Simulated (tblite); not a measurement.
Species: C₈H₇Si (doublet state).
Numbering: `[CH:1]#[C:2][SiH2:3][c:4]1[cH:5][c:6][cH:7][cH:8][cH:9]1` (hydrogens: H10 on C1; H11, H12 on Si3; H13 on C5; H14 on C7; H15 on C8; H16 on C9)
Bond orders are those of one Lewis drawing.

Computed with GFN2-xTB (tblite), gas phase: L-BFGS steps from a force-field or distance-geometry start until the largest atomic force falls under 0.01 eV/Å.

Step 10: E = -604.8027 eV
```
atom  x, y, z in Å  |  force x, y, z in eV/Å
C1      2.9027    2.2275   -0.8598    0.040   0.044  -0.013
C2      2.5118    1.1858   -0.4049    0.014  -0.069   0.075
Si3     1.9004   -0.3959    0.3424   -0.134   0.036  -0.030
C4      0.0208   -0.3977    0.1099   -0.073  -0.003   0.038
C5     -0.4911   -0.2586   -1.1880   -0.002   0.016  -0.028
C6     -1.8401   -0.2633   -1.3443   -0.056  -0.013   0.049
C7     -2.7475   -0.3946   -0.3314   -0.006   0.004   0.016
C8     -2.2508   -0.5332    0.9628    0.045  -0.013  -0.015
C9     -0.8802   -0.5352    1.1581    0.030   0.010   0.067
H10     3.2544    3.1375   -1.2569   -0.028  -0.028  -0.013
H11     2.4471   -1.5319   -0.4137    0.065   0.027   0.066
H12     2.2172   -0.4122    1.7756    0.045  -0.033  -0.046
H13     0.1903   -0.1461   -2.0167   -0.009   0.010  -0.069
H14    -3.8123   -0.3906   -0.5079   -0.024   0.003  -0.032
H15    -2.9326   -0.6391    1.8003    0.083   0.011  -0.101
H16    -0.4975   -0.6434    2.1633    0.011  -0.003   0.035
```

Step 11: E = -604.8049 eV
```
atom  x, y, z in Å  |  force x, y, z in eV/Å
C1      2.9037    2.2273   -0.8603    0.046   0.062  -0.018
C2      2.5177    1.1853   -0.4025   -0.014  -0.086   0.085
Si3     1.8998   -0.3937    0.3446   -0.134   0.007  -0.028
C4      0.0179   -0.3968    0.1083   -0.004   0.000   0.034
C5     -0.4959   -0.2584   -1.1894    0.004   0.014  -0.002
C6     -1.8451   -0.2634   -1.3457    0.013  -0.007   0.015
C7     -2.7491   -0.3943   -0.3319   -0.035  -0.001   0.017
C8     -2.2509   -0.5332    0.9603    0.071  -0.016   0.024
C9     -0.8811   -0.5353    1.1577    0.042   0.016   0.055
H10     3.2530    3.1375   -1.2584   -0.021  -0.022  -0.017
H11     2.4549   -1.5297   -0.4071    0.045   0.033   0.061
H12     2.2259   -0.4180    1.7772    0.017  -0.019  -0.068
H13     0.1830   -0.1456   -2.0189    0.021   0.012  -0.087
H14    -3.8125   -0.3907   -0.5071   -0.083   0.003  -0.033
H15    -2.9293   -0.6391    1.7976    0.023   0.004  -0.049
H16    -0.4995   -0.6429    2.1641    0.010  -0.002   0.012
```

Step 12: E = -604.8064 eV
```
atom  x, y, z in Å  |  force x, y, z in eV/Å
C1      2.9047    2.2268   -0.8603    0.031   0.031  -0.003
C2      2.5218    1.1846   -0.3997   -0.022  -0.050   0.067
Si3     1.8966   -0.3922    0.3455   -0.079  -0.014  -0.019
C4      0.0155   -0.3961    0.1074    0.034   0.003   0.030
C5     -0.4993   -0.2579   -1.1903    0.037   0.014  -0.009
C6     -1.8482   -0.2635   -1.3465    0.018  -0.003   0.004
C7     -2.7507   -0.3941   -0.3317   -0.028  -0.004   0.000
C8     -2.2497   -0.5335    0.9587    0.058  -0.012   0.029
C9     -0.8810   -0.5351    1.1589    0.041   0.020   0.003
H10     3.2515    3.1371   -1.2598   -0.013  -0.016  -0.019
H11     2.4610   -1.5274   -0.4013    0.026   0.034   0.052
H12     2.2319   -0.4222    1.7767   -0.006  -0.009  -0.074
H13     0.1784   -0.1451   -2.0217    0.017   0.009  -0.063
H14    -3.8135   -0.3907   -0.5074   -0.097   0.002  -0.022
H15    -2.9263   -0.6390    1.7947   -0.032  -0.005   0.012
H16    -0.5004   -0.6427    2.1654    0.015  -0.001   0.009
```

**Question.** Estimate the geometry and energy of step 13. (The exact step hangs on the optimiser's Hessian estimate; all steps are aligned on step 12, rigid shifts and turns removed.)

**Answer.** E = -604.8074 eV, largest force 0.065 eV/Å
```
atom  x, y, z in Å  |  force x, y, z in eV/Å
C1      2.9056    2.2263   -0.8600    0.011  -0.012   0.016
C2      2.5242    1.1840   -0.3970   -0.017   0.001   0.040
Si3     1.8932   -0.3915    0.3456   -0.008  -0.018  -0.010
C4      0.0144   -0.3956    0.1073    0.041   0.011  -0.009
C5     -0.5003   -0.2573   -1.1912    0.021   0.009  -0.001
C6     -1.8497   -0.2638   -1.3463    0.035   0.002  -0.005
C7     -2.7522   -0.3941   -0.3314   -0.026  -0.006  -0.007
C8     -2.2482   -0.5339    0.9580    0.010  -0.005   0.025
C9     -0.8802   -0.5346    1.1597    0.023   0.015  -0.015
H10     3.2505    3.1366   -1.2610   -0.007  -0.017  -0.017
H11     2.4652   -1.5254   -0.3968    0.016   0.027   0.039
H12     2.2354   -0.4249    1.7749   -0.019  -0.004  -0.062
H13     0.1760   -0.1445   -2.0247    0.007   0.006  -0.033
H14    -3.8160   -0.3907   -0.5079   -0.058   0.001  -0.004
H15    -2.9249   -0.6390    1.7929   -0.048  -0.009   0.040
H16    -0.5005   -0.6426    2.1665    0.019   0.001   0.004
```

The energy changes by -0.0010 eV. The first-order estimate −F·Δx gives -0.0014 eV and the mean of the old and new forces, exact on a quadratic surface, -0.0010 eV. The step makes an angle of 58° with the force vector and moves no atom by more than 0.006 Å.

The cost below is that of the whole relaxation. On one thread, Arm Neoverse V1 (aarch64), shared host with 32 logical CPUs at a one-minute load of 29, this took 0.27 s wall.
